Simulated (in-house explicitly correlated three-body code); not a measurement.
Computed with an exponentially correlated three-body code. Model: two electrons around a point charge, non-relativistic, variational in 260 exponentially correlated functions (energies converged to about 1e-7 hartree, or 1e-8 relative for large Z).

Command:
```bash
python run_hyl.py task.json out
```
Settings (lengths in bohr, energies in hartree):
```
Z                      10
nuclear_mass           5000
interaction_strength   1
functions              260
states_tried           13
```

Run time, properties included: 29 s on 1 thread of Intel(R) Xeon(R) Platinum 8488C (Sapphire Rapids) (shared host).

**Those bound S and P states to n = 4 that converged, binding against the one-electron ion.**

Given: nuclear charge 10; mass of the centre 5000 electron masses.

Computed: one-electron threshold -49.990002 hartree.

```
term  energy (hartree)  binding (eV)
1 1S       -93.8877863        1194.5
2 3S       -60.6564968        290.25
2 3P       -60.3067077        280.73
2 1S       -60.2832619        280.09
2 1P                 ?             ?
3 3S       -54.6399746        126.53
3 3P                 ?             ?
3 1S       -54.5413347        123.85
3 1P        -54.471514        121.95
4 3S       -52.5829645        70.558
4 3P        -52.543674        69.489
4 1S       -52.5430074        69.471
4 1P       -52.5138036        68.676
```

What belongs in the row 2 1P?

energy (hartree): -60.0424338; binding (eV): 273.54.

What belongs in the row 3 3P?

energy (hartree): -54.5442263; binding (eV): 123.93.

**Converged states only, values per electron or pair.**

```tsv
term	mean r (bohr)	mean r squared (bohr²)	mean inverse r (1/bohr)	mean r12 (bohr)	mean inverse r12 (1/bohr)	mean cosine	mean p1 dot p2 (bohr⁻²)	delta r1 (bohr⁻³)	delta r12 (bohr⁻³)
1 1S	0.1559	0.032569	9.6856	0.22953	5.9363	-0.013205	1.2092	297.45	32.608
2 3S	0.39284	0.25038	6.1548	0.66074	1.7825	-0.0044451	0.091882	175.68	-
2 3P	0.34682	0.19249	6.136	0.57897	2.1057	-0.072773	-6.4023	157.89	-
2 1S	0.40297	0.26595	6.1329	0.6735	2.0916	-0.0069608	0.10295	174.77	5.7315
2 1P	0.35494	0.20303	6.1188	0.57252	2.2919	0.053129	6.1681	159.33	1.5674
3 3S	0.80168	1.214	5.5076	1.4639	0.87168	-0.0014865	0.026379	163.86	-
3 3P	?	?	?	?	?	?	?	?	-
3 1S	0.81645	1.2641	5.5018	1.4917	0.95373	-0.0022228	0.032175	163.67	1.6674
3 1P	0.77223	1.1352	5.4977	1.4023	1.0119	0.012759	1.5323	159.09	0.50635
4 3S	?	?	?	?	?	?	?	?	-
4 3P	1.3412	3.6523	5.2816	2.5392	0.5449	-0.0068695	-0.57944	158.94	-
4 1S	1.3969	3.9471	5.2815	2.6489	0.54304	-0.00095593	0.013636	161	0.69684
4 1P	1.3564	3.7404	5.2797	2.5677	0.56737	0.0050078	0.60879	159.07	0.21889
```

What belongs in the row 3 3P?

mean r (bohr): 0.76072; mean r squared (bohr²): 1.0985; mean inverse r (1/bohr): 5.5023; mean r12 (bohr): 1.3843; mean inverse r12 (1/bohr): 0.95797; mean cosine: -0.017453; mean p1 dot p2 (bohr⁻²): -1.4882; delta r1 (bohr⁻³): 158.77.

What belongs in the row 4 3S?

mean r (bohr): 1.3772; mean r squared (bohr²): 3.8299; mean inverse r (1/bohr): 5.2838; mean r12 (bohr): 2.6103; mean inverse r12 (1/bohr): 0.50987; mean cosine: -0.0006449; mean p1 dot p2 (bohr⁻²): 0.010799; delta r1 (bohr⁻³): 161.06.
